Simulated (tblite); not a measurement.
I$_{4}$Ti, charge -1, doublet, at a GFN2-xTB geometry (such geometries of metal compounds can be far from the true shape) (the multiplicity is a formal guess); GFN1-xTB (tblite).

The tblite input:
```
$ tblite run mol.xyz --method gfn1 --charge -1 --spin 1 --etemp 2000 --json tblite.json --no-restart

# file mol.xyz
5

Ti     0.00000000     0.00000000    -0.00000000
I      2.13989680    -0.60814667    -1.52789536
I      0.80459907     0.45143303     2.53619665
I     -1.19864178     2.21440139    -0.97115872
I     -1.74585408    -2.05768775    -0.03714257
```

Output, abridged:

```
xTB calculator
 | screened Coulomb repulsion
 | Coulomb electrostatics
 |  * isotropic Klopman-Ohno-Mataga-Nishimoto electrostatics
 |  * onsite third-order electrostatics
 | DFT-D3(BJ) dispersion correction

halogen bonding energy    0.0000000000000E+00 Eh
repulsion energy          2.6022517163020E-02 Eh
dispersion energy        -4.6897614732598E-03 Eh
number of electrons       3.3000000000000E+01 e
integral cutoff           3.9599309224301E+01 bohr

------------------------------------------------------------
  cycle        total energy    energy error   density error
------------------------------------------------------------
      1     -16.15796038470  -1.6179293E+01   5.6322670E-01
      2     -32.85105871336  -1.6693098E+01   2.5860263E+00
      3     -17.20800028233   1.5643058E+01   4.9098541E-01
      4     -17.46591475391  -2.5791447E-01   1.8684464E-01
      5     -17.42729100884   3.8623745E-02   1.8217584E-01
      6     -17.49843214153  -7.1141133E-02   9.2705694E-02
      7     -17.49943012942  -9.9798788E-04   8.6015942E-02
      8     -17.50497613532  -5.5460059E-03   5.0508590E-02
      9     -17.50705944897  -2.0833136E-03   3.2200966E-02
     10     -17.50840011629  -1.3406673E-03   9.9124861E-03
     11     -17.50853962563  -1.3950934E-04   1.7519730E-03
     12     -17.50854429145  -4.6658206E-06   1.7782910E-04
     13     -17.50854433994  -4.8490890E-08   1.3425588E-06
------------------------------------------------------------

electronic energy        -1.7529877095632E+01 Eh
total energy             -1.7508544339943E+01 Eh

Post processing:
 | Mayer-Wiberg bond orders

[Info] JSON dump of results written to 'tblite.json'
```
